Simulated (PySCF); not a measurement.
Multinuclear NMR of C7H5F3O

Molfile (atoms numbered from 1):
```
C7H5F3O
     RDKit          3D

 16 16  0  0  0  0  0  0  0  0999 V2000
    2.2195   -1.8155   -0.2845 O   0  0  0  0  0  0  0  0  0  0  0  0
    1.3735   -0.7767   -0.1304 C   0  0  0  0  0  0  0  0  0  0  0  0
    1.8225    0.5294    0.0362 C   0  0  0  0  0  0  0  0  0  0  0  0
    0.8933    1.5422    0.1846 C   0  0  0  0  0  0  0  0  0  0  0  0
    1.3368    2.8020    0.3456 F   0  0  0  0  0  0  0  0  0  0  0  0
   -0.4685    1.3072    0.1750 C   0  0  0  0  0  0  0  0  0  0  0  0
   -0.9013   -0.0022    0.0117 C   0  0  0  0  0  0  0  0  0  0  0  0
   -2.3732   -0.3170    0.0050 C   0  0  0  0  0  0  0  0  0  0  0  0
   -2.7378   -0.9291   -1.1506 F   0  0  0  0  0  0  0  0  0  0  0  0
   -2.6889   -1.1876    0.9980 F   0  0  0  0  0  0  0  0  0  0  0  0
    0.0047   -1.0382   -0.1401 C   0  0  0  0  0  0  0  0  0  0  0  0
    3.1370   -1.5157   -0.2644 H   0  0  0  0  0  0  0  0  0  0  0  0
    2.8769    0.7636    0.0509 H   0  0  0  0  0  0  0  0  0  0  0  0
   -1.1591    2.1259    0.2923 H   0  0  0  0  0  0  0  0  0  0  0  0
   -3.0079    0.5736    0.1277 H   0  0  0  0  0  0  0  0  0  0  0  0
   -0.3351   -2.0531   -0.2684 H   0  0  0  0  0  0  0  0  0  0  0  0
  1  2  1  0
  2  3  1  0
  3  4  2  0
  4  5  1  0
  4  6  1  0
  6  7  2  0
  7  8  1  0
  8  9  1  0
  8 10  1  0
  7 11  1  0
 11  2  2  0
  1 12  1  0
  3 13  1  0
  6 14  1  0
  8 15  1  0
 11 16  1  0
M  END
```

Computed data (PySCF 2.14.0 with density-fitted response routines): GFN2-xTB geometry, NMR shieldings at PBE0/pcSseg-1/GIAO. Non-relativistic Hamiltonian, one conformer, isolated molecule, equivalent nuclei averaged.

Question: Where does ¹⁹F resonate?

Answer: 
```tsv
atoms	environment	σ (ppm)	δ (ppm)
F9/F10	fluorine of a CF2 group	288.8	-99.9
F5	aryl fluorine	285.1	-111.3
```

Shieldings were converted by a linear fit to measured shifts: ¹⁹F (scatter 6.0 ppm rms, 7.0 ppm with the 5 outliers that the fit left out vs CFCl3, solution or neat liquid, with a term for F on sp3 carbon). A few per cent of atoms miss by over 2 rms, more outside the fitted compound classes.

On a 300 MHz spectrometer ¹⁹F resonates near 282.3 MHz, so 1 ppm is 282.3 Hz.

Question: Where does ¹⁷O resonate?

Answer: 
```json
{"atoms": "O1", "environment": "phenol-type oxygen", "σ (ppm)": "205.2", "δ (ppm)": "79.8"}
```

Shieldings were converted by a linear fit to measured shifts: ¹⁷O: δ = 266.70 − 0.911σ (rms 10.7 ppm, 155 shifts, 12.2 ppm with the 3 outliers that the fit left out vs liquid water, solution or neat liquid). Occasional misses reach two or three times the rms, and more in compound classes unlike the fitted ones.

On a 600 MHz spectrometer ¹⁷O resonates near 81.3 MHz, so 1 ppm is 81.3 Hz.
